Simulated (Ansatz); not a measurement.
One change: `[F][Al]([F])[SH]` becomes `[F][Ga]([F])[SH]`.

Ansatz, PBE0-D4/def2-TZVP geometries, multiplicity 1. Each molecule was computed in one conformer, which needn't be the lowest.

Scalar relativity is left out up to krypton.

| property | `[F][Al]([F])[SH]` |
| --- | --- |
| HOMO energy (PBE/def2-TZVPP) / eV | -7.11 |
| HOMO–LUMO gap (B3LYP/def2-TZVPP) / eV | 6.67 |
| LUMO energy (ωB97M-V/def2-TZVPP) / eV | 0.56 |
| ideal-gas entropy at 298 K and 1 bar (rigid rotor, harmonic PBE0-D4/def2-TZVP) / J/(mol·K) | 315 |
| zero-point energy (PBE0-D4/def2-TZVP) / kJ/mol | 39.0 |
| LUMO energy (PBE0/def2-TZVPP) / eV | -1.09 |

Question: Give the same properties after the change, and the shifts. (An estimate is asked.)

Answer: Computed: 
| property | `[F][Ga]([F])[SH]` | shift |
| --- | --- | --- |
| HOMO energy (PBE/def2-TZVPP) / eV | -7.34 | -0.23 |
| HOMO–LUMO gap (B3LYP/def2-TZVPP) / eV | 6.34 | -0.33 |
| LUMO energy (ωB97M-V/def2-TZVPP) / eV | 0.26 | -0.30 |
| ideal-gas entropy at 298 K and 1 bar (rigid rotor, harmonic PBE0-D4/def2-TZVP) / J/(mol·K) | 328 | 13 |
| zero-point energy (PBE0-D4/def2-TZVP) / kJ/mol | 36.1 | -2.9 |
| LUMO energy (PBE0/def2-TZVPP) / eV | -1.66 | -0.57 |

With PBE0 the HOMO falls by 0.26 eV and the LUMO falls by 0.57 eV, so the gap narrows by about 0.31 eV. PBE moves the HOMO by -0.23 eV and ωB97M-V by -0.27 eV.

B3LYP here is the variant with VWN-RPA as its local correlation; programs differ in this.
